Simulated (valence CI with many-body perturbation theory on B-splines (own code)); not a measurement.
**Ladder of approximations for Au⁴⁷⁺**

Computed by valence CI with perturbative core correlation (CI+MBPT): four valence electrons over a frozen Dirac-Fock core [Ar] 3d10, a basis of 11 s, 11 p, 9 d, 7 f, 5 g, 2 h, 1 i functions for each j, with the one-electron correlation potential Σ1 (screened to all orders), the two-electron term Σ2, the three-electron term Σ3, Breit, model QED; selected single and double excitations, second order for the rest (own B-spline code, finite nucleus).

The last digits are not significant, and no measured levels were compared; by estimate large intervals hold to a few tenths of a per cent, small ones and those within an open d or f shell to about a per cent.

Each rung adds one term. CI alone is the Dirac-Coulomb CI over the frozen core; QED comes last and gives the full result, which names the levels. Energies are above (4s^2 4p1/2^2) J=0 on the same rung, in × 10³ cm⁻¹.

Levels are named by their leading jj configuration (3d3/2^4 stands for four electrons in 3d with j = 3/2), which in mixed levels can hold well under half, so a name can repeat and another be missing. Letters in brackets count levels of one name in rising energy.

```tsv
Level	CI alone
(4s^2 4p1/2 4p3/2) J=1	1068.6
(4s^2 4p1/2 4p3/2) J=2	1107.7
(4s 4p1/2^2 4p3/2) J=2	1953.0
(4s 4p1/2^2 4p3/2) J=1	2087.8
(4s^2 4p3/2^2) J=2	2205.2
(4s^2 4p3/2^2) J=0	2287.9
(4s^2 4p1/2 4d3/2) J=2	2456.4
(4s^2 4p1/2 4d3/2) J=1	2629.3
(4s^2 4p1/2 4d5/2) J=2	2765.5
(4s^2 4p1/2 4d5/2) J=3	2778.0
(4s 4p1/2 4p3/2^2) J=2 [a]	3007.8
(4s 4p1/2 4p3/2^2) J=3	3079.3
(4s 4p1/2 4p3/2^2) J=0	3123.8
(4s 4p1/2 4p3/2^2) J=1 [a]	3191.3
(4s 4p1/2 4p3/2^2) J=2 [b]	3212.1
(4s 4p1/2 4p3/2^2) J=1 [b]	3227.2
```

**Question.** What do these energies become with core correlation, Breit and QED?

**Answer.** (4s^2 4p1/2 4p3/2) J=1 1061.9 (-6.74); (4s^2 4p1/2 4p3/2) J=2 1099.9 (-7.82); (4s 4p1/2^2 4p3/2) J=2 1942.8 (-10.17); (4s 4p1/2^2 4p3/2) J=1 2072.8 (-15.02); (4s^2 4p3/2^2) J=2 2190.7 (-14.54); (4s^2 4p3/2^2) J=0 2272.6 (-15.32); (4s^2 4p1/2 4d3/2) J=2 2439.9 (-16.54); (4s^2 4p1/2 4d3/2) J=1 2604.2 (-25.12); (4s^2 4p1/2 4d5/2) J=2 2743.3 (-22.28); (4s^2 4p1/2 4d5/2) J=3 2755.2 (-22.84); (4s 4p1/2 4p3/2^2) J=2 [a] 2989.6 (-18.20); (4s 4p1/2 4p3/2^2) J=3 3059.7 (-19.55); (4s 4p1/2 4p3/2^2) J=0 3106.0 (-17.74); (4s 4p1/2 4p3/2^2) J=1 [a] 3169.5 (-21.84); (4s 4p1/2 4p3/2^2) J=2 [b] 3188.0 (-24.13); (4s 4p1/2 4p3/2^2) J=1 [b] 3201.2 (-25.92).

**Question.** How does the ionisation energy move along the ladder, and which term matters most?

**Answer.** CI alone 2643.5, + Σ1 2645.4, + Σ2 2645.7, + Σ3 2645.6, + Breit 2642.0, + QED 2642.0 eV. The largest step is Breit, -3.6 eV. NIST lists 2640 ± 4 eV (theoretical).
